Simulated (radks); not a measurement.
Values are calculated unless marked as measured or tabulated.
The hydrogen anion H-, [He], held by a Watson sphere: a shell of charge +1 at radius R that stands for the Madelung well of a crystal (potential energy -1/R inside, -1/r outside, in hartree with lengths in bohr). Level of theory: scalar-relativistic Kohn-Sham, LDA (Slater exchange, Perdew-Wang correlation), spin-unpolarised, spherical densities, point nucleus (a radial shooting solver on a logarithmic mesh with Libxc functionals). Response by self-consistent Sternheimer equations with the Hartree and adiabatic LDA kernel, the relativistic mass of each level held fixed and spin-orbit coupling left out. The sphere does not respond.

\begin{tabular}{lrrrrr}
R (bohr) & e(1s) (eV) & <r> 1s (bohr) & sum of <r^2> (bohr^2) & X-ray form factor at sin(theta)/lambda = 0.1 1/angstrom & alpha (bohr^3) \\ \hline
1.73 & -7.465 & 1.728 & 7.904 & 1.522 & 12.78 \\
1.82 & -7.243 & 1.761 & 8.217 & 1.507 & 13.79 \\
1.92 & -7.009 & 1.796 & 8.562 & 1.490 & 14.95 \\
2.3 & -6.231 & 1.920 & 9.844 & 1.432 & 19.80 \\
2.32 & -6.194 & 1.926 & 9.910 & 1.429 & 20.07 \\
2.43 & -5.998 & 1.959 & 10.27 & 1.413 & 21.61 \\
2.57 & -5.762 & 1.998 & 10.72 & 1.394 & 23.65 \\
2.89 & -5.277 & 2.081 & 11.72 & 1.355 & 28.63 \\
3.01 & -5.111 & 2.110 & 12.09 & 1.341 & 30.62 \\
\end{tabular}
